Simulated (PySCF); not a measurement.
NMR data simulated for an unnamed compound:

¹H NMR (500 MHz, computed): δ 6.99 (m, 1H), 5.99 (m, 1H), 5.01 (m, 3H), 4.37 (m, 3H), 1.65 (m, 3H).

¹³C{¹H} NMR (computed): δ 178.0 (C), 152.9 (C), 149.9 (CH), 114.1 (CH), 19.3 (CH3).

[PySCF 2.14.0 with density-fitted response routines: σ from GIAO-PBE0/pcSseg-1; geometry from GFN2-xTB; single conformer; rapidly exchanging positions averaged; no solvent model; no relativistic terms]

Shifts are taken against calculated references (same method and geometry level): TMS for ¹H (σref 31.72), ¹³C (σref 186.93).

Q: Which of these does the molecule contain: an S-methyl group, an ester, a Si–H bond, a non-aromatic C=C double bond, a nitrile?

A: 
- An S-methyl group: no.
- An ester: no.
- A Si–H bond: yes (δH 5.01 (m)).
- A non-aromatic C=C double bond: yes.
- A nitrile: no.

The data belong to `C[P@]1(=N[SiH3])C=C(F)C=C1[SiH3]`, C₅H₁₁FNPSi₂; they needn't prove each group on their own.

Carbon signals by region: 1 in the far downfield region (above 160 ppm), 3 in the sp2 and nitrile region (100–160 ppm), 1 below 50 ppm. Above 160 ppm: 178.0, fully substituted alkene carbon.

Splittings by ¹⁹F and ³¹P in the carbon and heteronuclear signals aren't shown, as no couplings were computed. Shifts are as computed. Against solution values, carbons near 30 ppm lie about +3 ppm off and those near 130 ppm about +5 ppm. Of 1211 compounds with measured shifts, 218 miss one by over three times the rms of a fit or turn the order of signals round; such compounds aren't used in these exercises. No couplings were computed; multiplicities are counted from neighbouring protons, with m where these are inequivalent, close in shift, in a saturated or five-membered ring or joined by F or P, and br s for small geminal =CH2 splittings.
